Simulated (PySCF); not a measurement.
**Electronic structure of Co (cobalt, neutral) at the UHF level**

Configuration: [Ar] 3d9, 2D determinant (an excited configuration). Computed with PySCF 2.14 in ANO-RCC-VTZP (6s5p3d2f1g, 59 functions), with the spin-free X2C one-electron Hamiltonian (Gaussian nucleus).

* Total energy: -1391.575643 hartree
* One-electron energy: -1937.1469 hartree
* Hartree (Coulomb) energy: 604.4224 hartree
* Exchange energy: -58.8511 hartree
* ⟨S²⟩: 0.7600
* ⟨L²⟩: 6.057
* Sum of ⟨r⟩: 19.72 bohr
* Sum of ⟨r²⟩: 27.40 bohr²
* Traceless quadrupole moment −½Σ⟨3z² − r²⟩ along its main axis: -1.26 e·bohr²
* Langevin diamagnetic susceptibility: -21.7 ×10⁻⁶ cm³/mol

| shell | electrons | mean orbital energy (eV) | spread (eV) | rms radius, mean of both spins (bohr) |
| --- | --- | --- | --- | --- |
| 1s α | 1 | -7766.4 | 0 | 0.0648 |
| 1s β | 1 | -7766.4 | 0 | 0.0648 |
| 2s α | 1 | -954.43 | 0 | 0.276 |
| 2s β | 1 | -953.58 | 0 | 0.276 |
| 2p α | 3 | -812.31 | 0.732 | 0.249 |
| 2p β | 3 | -811.47 | 0.037 | 0.249 |
| 3s α | 1 | -115.56 | 0 | 0.838 |
| 3s β | 1 | -113.10 | 0 | 0.838 |
| 3p α | 3 | -73.140 | 1.892 | 0.906 |
| 3p β | 3 | -70.166 | 1.312 | 0.906 |
| 3d α | 5 | -6.271 | 2.344 | 1.51 |
| 3d β | 4 | -4.728 | 1.948 | 1.51 |

Densities and radii are taken from the X2C orbitals without a picture-change correction, which distorts them close to the nucleus.

Spin-orbit constants ζ (cm⁻¹) from the X2C one-electron operator on these orbitals: bare nucleus, nucleus screened by l(l+1)(2l+1)/3 electrons, and screened by the Breit-Pauli mean field of the electrons.

```
shell   bare  screened nucleus  mean field
   2p  83890             77680         n/a
   3p   9914              9180         n/a
   3d  789.0             496.8         n/a
```

To first order the Landé constant is A = -496.8 cm⁻¹, so the lowest level has J = 5/2 and lies 0.0616 eV below the centre of the term.
